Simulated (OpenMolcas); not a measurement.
# Cr2+: ligand-field states by method

Cr2+ with its 6 nearest oxide ions at 2.259 Å, on the Ca site of CaO (a = 4.8105 Å, distance in the model lattice 2.405 Å). The rest of the host is ab initio model potentials to 7.6 Å, with orthogonalisation functions on the cations behind the ligands, and point charges beyond; the distance is set by hand and nothing relaxes. Ligand basis ANO-RCC-VDZP.
```
Cr    0.0000    0.0000    0.0000
O     2.2590    0.0000    0.0000
O     0.0000    2.2590    0.0000
O    -2.2590    0.0000    0.0000
O     0.0000   -2.2590    0.0000
O     0.0000    0.0000    2.2590
O     0.0000    0.0000   -2.2590
```

- Program: OpenMolcas
- Basis: ANO-RCC-VDZP [5s4p2d1f]
- Scalar Hamiltonian: DKH2, point nucleus
- Active space: 4 electrons in 5 orbitals (3d)
- State averaging: 2S+1 = 5 even, 5 roots; 2S+1 = 3 even, 45 roots; 2S+1 = 1 even, 50 roots
- Spin-orbit coupling: state interaction with AMFI integrals over the reference wave functions

I. CASSCF
II. SS-CASPT2, IPEA 0.25 Eh, imaginary shift 0.1 Eh (closed shells correlated: 3s 3p and the ligand valence shells)

Spin-free states (labels of O, the rotations of Oh) in cm-1, each column counted from its own energy of the first state listed:

```csv
State,Degeneracy,I,II
5E,2,0,0
5T2,3,9553,10850
3T1,3,11683,8890
3E,2,19199,16520
3T1,3,19936,16100
3T2,3,20677,16890
1T2,3,21314,16340
1E,2,22317,17780
3A2,1,22569,18330
3A1,1,23073,18780
3E,2,26485,21930
1A1,1,26903,19970
3T1,3,28097,25910
1A2,1,28704,24530
1T2,3,28841,24020
3T2,3,29478,27430
1T1,3,30472,25200
3T1,3,30540,28770
1E,2,34338,27570
3T2,3,35434,32510
```

From I to II, I's first state of the same spin (5T2) moves from 9553 to 10850 cm-1, by about +1300 cm-1.

From I to II, I's first state of another spin (3T1) moves from 11683 to 8890 cm-1, by about -2800 cm-1.

I: A least-squares ligand-field fit to the states below 45000 cm-1, each weighted by its degeneracy and with a free common offset, gives 10Dq = 9950 cm-1, B = 969 cm-1 and C = 3631 cm-1 (C/B = 3.75), with an rms deviation of 173 cm-1. The same method and metal basis give the free ion B = 1014 cm-1 (fit to its terms below 60000 cm-1, rms deviation 81 cm-1), so the nephelauxetic ratio is β = 969 / 1014 = 0.96; it hangs on how both fits weigh the states, and computed free-ion B values tend to be too large, so β mixes covalency with correlation.

χT at 300 K: I 2.96, II 2.97 cm3 K/mol.

Roots that are degenerate in the reference are averaged as groups; the widest CASPT2 spread within a group is 230 cm-1 (the 3-fold group of multiplicity 1 near 25200 cm-1 above the lowest state of its run, II). Shifts and gaps below about the spread of the groups concerned are not significant. Over all roots computed the reference weight is 0.70 to 0.71 in II; a low but even weight reflects the number of correlated electrons. An orbital doublet at a regular site is open to a Jahn-Teller distortion, which this geometry leaves out. Ligand-to-metal charge-transfer states are missing. With no ligand orbital active B as a rule stays too high, so bands that hang on it stand too high and its fall with covalency is understated. Without dynamic correlation the repulsion within the d shell is too large (B by tens of per cent), so at a given field states of lower spin stand too high (holds for I). With metal d orbitals alone and no dynamic correlation 10Dq can be off by a tenth to a fifth, either way, in oxide and fluoride hosts (holds for I). This shell can be high or low spin here, a state of another spin lies low, and with metal d orbitals alone active their balance is uncertain, so the ground spin may be wrong (holds for II). These CASPT2 states fit no ligand-field parameters well, so their order and spin gaps are uncertain (holds for II). With one d shell and no ligand orbital active, 10Dq can be off by tens of per cent for divalent 3d ions, low with halides held by bare charges and at times high in hosts (holds for II). Free-ion shares, where given, are those of the reference states; single-state CASPT2 does not remix them (holds for II). No measured value stands beside these numbers; the geometry was set by hand and not optimised.
